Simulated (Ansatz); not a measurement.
# SiH3Br (SMILES [SiH3]Br): methods side by side

The species is SiH3Br (5 atoms), meant as a singlet with charge 0. As SMILES, `[SiH3]Br`. Geometry: relaxed at PBE0-D4/def2-TZVP.

```xyz
5

Si   -0.1474    0.0561   -0.0432
Br    1.8530   -0.7051    0.5433
H    -1.0646   -0.1052    1.1079
H    -0.6256   -0.7313   -1.2023
H    -0.0155    1.4856   -0.4056
```

Each level gives the HOMO–LUMO gap (eV). The values are calculated.

```json
{"level": "SVWN5/def2-TZVP", "kind": "LDA", "program": "Ansatz", "value (eV)": "5.82"}
{"level": "PBE/def2-TZVP", "kind": "GGA", "program": "Ansatz", "value (eV)": "5.97"}
{"level": "revPBE/def2-TZVP", "kind": "GGA", "program": "Ansatz", "value (eV)": "6.04"}
{"level": "B3LYP/def2-TZVP", "kind": "global hybrid", "program": "Ansatz", "value (eV)": "7.65"}
{"level": "BHLYP/def2-TZVP", "kind": "global hybrid", "program": "Ansatz", "value (eV)": "?"}
{"level": "PBE0/def2-TZVP", "kind": "global hybrid", "program": "Ansatz", "value (eV)": "?"}
{"level": "CAM-B3LYP/def2-TZVP", "kind": "range-separated hybrid", "program": "Ansatz", "value (eV)": "10.46"}
{"level": "PBE-QIDH/def2-TZVP", "kind": "double hybrid", "program": "Ansatz", "value (eV)": "11.88"}
```

Problem. Estimate what the levels marked ? give.

Solution. As computed at these levels: BHLYP/def2-TZVP: 10.16 eV; PBE0/def2-TZVP: 8.13 eV. All-electron rows without a relativistic Hamiltonian named are non-relativistic. The values span 5.82 to 11.88 eV. Orbital gaps aren't excitation energies, and those of double hybrids come from the SCF part alone; they tend to grow with the share of exact exchange.
